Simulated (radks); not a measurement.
The tin anion Sn4-, [Xe], held by a Watson sphere: a shell of charge +3.54 at radius R that stands for the Madelung well of a crystal (potential energy -3.54/R inside, -3.54/r outside, in hartree with lengths in bohr). All-electron calculation, scalar-relativistic Kohn-Sham, r2SCAN, spin-polarised, spherical densities, finite nucleus; meta-GGA in the generalised Kohn-Sham scheme; Fermi nuclear charge, rms radius of each element as measured or else 0.836 A^(1/3) + 0.57 fm. Program: a radial shooting solver on a logarithmic mesh with Libxc functionals.

R (bohr)  e(4d) (eV)  e(5s) (eV)  e(5p) (eV)  <r> 5p (bohr)  sum of <r^2> (bohr^2)  X-ray form factor at sin(theta)/lambda = 0.1 1/angstrom
2.76         -23.353     -10.504      -3.698          3.078                  103.1                                                   48.127
3.18         -22.541      -9.487      -3.281          3.299                  114.1                                                   47.768
3.34         -22.362      -9.156      -3.124          3.385                  118.5                                                   47.638
3.56         -22.192      -8.749      -2.915          3.506                  124.8                                                   47.465
4.07         -22.010      -8.002      -2.478          3.790                  140.6                                                   47.104
4.34         -21.984      -7.702      -2.276          3.944                  149.5                                                   46.937
4.63         -21.986      -7.444      -2.082          4.112                  159.5                                                   46.777
5.43         -22.082      -7.010      -1.666          4.583                  190.2                                                   46.441
5.64         -22.120      -6.948      -1.581          4.708                  199.0                                                   46.377
